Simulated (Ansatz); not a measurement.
Reaction (ligand exchange at a B–O bond): `CBOC` + HCl → `CBCl` + CH₃OH

Calculated with Ansatz (gas phase, PBE0-D4/def2-TZVP geometries, no zero-point term in ΔE). CBS: MP2 limit from def2 TZ/QZ plus the TZ coupled-cluster correction, frozen cores. This one scheme is used for every species. Each species was taken in one conformer, which may not be the lowest.

`CBOC`:

Cartesian coordinates in Å:
```
C -0.202 -1.894 0.208
B 0.190 -0.454 -0.248
O -0.317 0.612 0.402
C 0.001 1.937 0.040
H -0.897 -1.907 1.049
H -0.647 -2.448 -0.626
H 0.696 -2.458 0.485
H 0.941 -0.257 -1.174
H -0.919 2.467 -0.216
H 0.685 1.965 -0.813
H 0.466 2.438 0.892
```

HCl:

```xyz
2

Cl   -0.246   -0.442   -0.391
H     0.246    0.442    0.391
```

`CBCl`:

Cartesian coordinates in Å:
```
C 0.651 0.245 0.186
B -0.766 -0.188 -0.263
Cl -1.448 -1.730 0.208
H 1.166 -0.466 0.833
H 0.593 1.217 0.691
H 1.266 0.426 -0.705
H -1.462 0.496 -0.951
```

CH₃OH:

```xyz
6

C    -0.002    0.306    0.181
O    -0.506   -0.705   -0.660
H    -0.776    1.070    0.263
H     0.901    0.779   -0.227
H     0.221   -0.062    1.191
H     0.161   -1.389   -0.749
```

| species | HF/def2-SVP energy (Eh) |
| --- | --- |
| `CBOC` | -179.26826 |
| HCl | -459.93826 |
| `CBCl` | -524.23235 |
| CH₃OH | -114.95431 |

Question: Work out ΔE.

Answer: ΔE = (-524.23235) + (-114.95431) − (-179.26826) − (-459.93826) = 0.01986 Eh = +52.1 kJ/mol. CCSD(T)/CBS gives +50.7 kJ/mol.

Largest T1 diagnostic among the species: 0.012.

Leaving LDA and LC-ωPBE aside and taking each functional with its dispersion term where it has one, the values, not all of them listed here, spread over 11.5 kJ/mol, from revPBE-D4 to CAM-B3LYP-D4. LDA lies +11.4 kJ/mol from PBE without D4. At CCSD(T), def2-SVP lies +10.3 kJ/mol from the extrapolated value and def2-TZVPP +2.4 kJ/mol.
